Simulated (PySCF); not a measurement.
Correlation energy of As (arsenic, neutral)

[Ar] 3d10 4s1 4p4, high-spin 4P determinant (an excited configuration). All numbers are calculated (PySCF 2.14, the spin-free X2C one-electron Hamiltonian (Gaussian nucleus), in x2c-TZVPPall with one added diffuse shell each of s, p, d type (7s6p5d1f, 57 functions)). Frozen: [Ne]; 23 electrons correlated.

```
  level  correlation energy (mhartree)
   CCSD                        -330.82
    (T)                         -20.34
CCSD(T)                        -351.16
```

Diagnostics: T1 = 0.018, D1 = 0.1051, largest double amplitude 0.287.

A double-excitation amplitude exceeds 0.15, a sign of near-degeneracy.

Cost of the coupled-cluster step: about 70 core-seconds, for 23 correlated electrons.

This basis was not built for core-valence correlation, so the inner-shell part is incomplete.
